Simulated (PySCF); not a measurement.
1-fluorocyclopenta-1,3-diene (C₅H₅F), SMILES FC1=CC=CC1. Geometry: B3LYP-D3(BJ)/def2-SVP. The values are those of a single conformer.

Problem. Give the equilibrium geometry at B3LYP-D3(BJ)/def2-SVP (PySCF confirms it by a frequency run) as a Z-matrix, and its point group. (Estimate from the structure and the level; the computed values follow.)

Solution. One answer among several that fit: point group Cs.
```
C
H 1 1.1056
H 1 1.1056 2 106.41
C 1 1.4989 2 111.47 3 -121.72
F 4 1.3318 1 121.08 2 59.37
C 4 1.3480 5 127.34 1 180.00
H 6 1.0891 4 126.48 5 0.00
C 6 1.4712 7 126.46 4 180.00
C 8 1.3529 6 110.29 7 180.00
H 9 1.0897 8 126.98 6 180.00
H 8 1.0913 9 125.94 10 0.00
```
Charge 0, spin multiplicity 1.
